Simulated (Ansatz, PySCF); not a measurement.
Reaction (SMILES): C[Si](C)(C)F → [CH2][Si](C)(C)F + H atom (the C-H bond at the site shown breaks; other sites are not compared here)
Geometries: B3LYP-D3(BJ)/def2-TZVP minima from Ansatz (a program for electronic structure), one conformer each, not searched for the lowest. Frequencies are from Ansatz or PySCF.

Wanted: bond dissociation energy (0 K, with B3LYP-D3(BJ) harmonic zero-point energies), in kcal/mol. Cores are frozen in the correlated levels unless marked. UHF or UKS for open shells. Spin-orbit coupling is left out. Non-relativistic. Basis-set limits of correlation are two-point, X^-3; Hartree-Fock from the larger set.

```tsv
level	program	bond dissociation energy (kcal/mol)
PBE-D4/def2-TZVPD	Ansatz + dftd4	97.2
BLYP-D4/def2-TZVPD	Ansatz + dftd4	96.9
B97M-V/def2-TZVPD	Ansatz	[?]
PBE0/STO-3G	Ansatz	128.5
PBE0-D4/def2-TZVPD	Ansatz + dftd4	96.8
HSE06-D4/def2-TZVPD	Ansatz + dftd4	96.9
HSE06/def2-TZVPD	Ansatz	96.6
CAM-B3LYP/def2-TZVPD	Ansatz	[?]
LC-wPBE-D3(BJ)/def2-TZVPD	Ansatz + dftd3	[?]
wB97M-V/def2-TZVPD	Ansatz	100.1
wB97X-V/def2-TZVPD	Ansatz	[?]
B2GP-PLYP/def2-TZVPD	Ansatz	97.6
SCS-MP2/cc-pV(T+d)Z	Ansatz	99.9
SCS-MP2/cc-pV(Q+d)Z	Ansatz	101.1
CCSD/STO-3G	Ansatz	116.0
CCSD(T)/CBS(cc-pV(T+d)Z,cc-pV(Q+d)Z)	Ansatz	100.3
```

Fill in the missing entries.


- B97M-V/def2-TZVPD, bond dissociation energy (kcal/mol): 98.3
- CAM-B3LYP/def2-TZVPD, bond dissociation energy (kcal/mol): 98.4
- LC-wPBE-D3(BJ)/def2-TZVPD, bond dissociation energy (kcal/mol): 96.7
- wB97X-V/def2-TZVPD, bond dissociation energy (kcal/mol): 99.6
